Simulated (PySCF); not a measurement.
Harmonic spectrum computed at PBE0 in the def2-SVP basis family (core potentials from Rb on, PySCF, no spin–orbit coupling):

```csv
ω (cm⁻¹),"IR (km/mol, summed over degenerate members)",degeneracy
56,0.1,2
75,0.3,1
198,5.0,1
199,70.6,2
```

Q: Which molecule gave it? In each, all ligands are bound to the one heavy central atom.
A. PbI₃ (doublet)
B. AsI₃ (singlet)
C. InI₃ (singlet)
D. SbI₃ (singlet)

A: D. It has C3v symmetry with Sb–I 2.736 Å (×3).
